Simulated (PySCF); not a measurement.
Ta(O)(OH)3 (H3O4Ta), SMILES [O]=[Ta]([OH])([OH])[OH], multiplicity 1. Atoms are numbered in the order given.

```xyz
8

Ta     0.0000     0.0000    -0.0110
O      0.0000     0.0000    -1.7461
O      1.5756     0.9097     0.5968
H      2.3148     1.3364     0.1498
O      0.0000    -1.8194     0.5968
H      0.0000    -2.6729     0.1498
O     -1.5756     0.9097     0.5968
H     -2.3148     1.3364     0.1498
```
Charge 0, spin multiplicity 1.

Coordinates come from a B3LYP-D3(BJ)/def2-SVP optimisation. The spin state was assumed, not searched. The def2 effective core potentials stand for the cores of Ta; spin–orbit coupling is left out. One conformer was computed; it need not be the lowest.

Computed with PBE/def2-TZVP (PySCF).

The molecule is in vacuum.

Question: Estimate the frontier levels, gap, dipole moment and polarisability. (The exact figures need the calculation; the answer reports its results.)

Answer: 
```
Item                                                                                                           Result
---------------------------------------------------------------------------------------------  ----------------------
highest occupied level                                                                                       -7.61 eV
lowest empty level                                                                                           -1.02 eV
orbital gap                                                                                                   6.59 eV
dipole moment                                                                                                  0.20 D
quadrupole, principal values (traceless, Buckingham form, about the centre of nuclear charge)  -16.13, 8.06, 8.06 D·Å
mean static polarisability                                                                       51.7 bohr³ (7.67 Å³)
polarisability, principal values                                                               49.6, 52.8, 52.8 bohr³
```
